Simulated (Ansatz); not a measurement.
Cl2 (SMILES ClCl), singlet, at a GFN2-xTB geometry; B3LYP/STO-3G run with Ansatz (an electronic-structure program).

The Ansatz input:
Ansatz 0.2 input:
```yaml
crystal:
  periodic: [false, false, false]
  atoms:
    - {symbol: Cl, position_ang: [-0.00000000, -0.00000000, -1.00842595]}
    - {symbol: Cl, position_ang: [0.00000000, 0.00000000, 1.00842595]}
basis:
  gaussian:
    orbitals: STO-3G
    fitting: {mean_field: def2-universal-JKFIT}
hamiltonian:
  xc: b3lyp
```

Problem. Write the output that Ansatz gives for this input, abridged.

Solution. 
```
Functional definition: B3LYP
256 factors; integrals over basis functions are off by at most 9.1e-3 eV
mean field evaluation 1: about -24771.0370 eV, gradient 4.2e0 eV
mean field evaluation 2: about -24771.1391 eV, gradient 7.9e-1 eV
mean field evaluation 4: about -24771.1428 eV, gradient 2.2e-3 eV
mean field -24771.14284592 eV, -910.3227091039 hartree, gradient 2.1e-5 eV, S^2 0.000000; 0 other end points of the search recorded, 0 dependent functions left out
reference -24771.14295996 eV, -910.3227132947 hartree; 17, 17 occupied and 1, 1 virtual orbitals, 256 factors
Total energy: -24771.14295996 eV, -910.3227132947 hartree
```
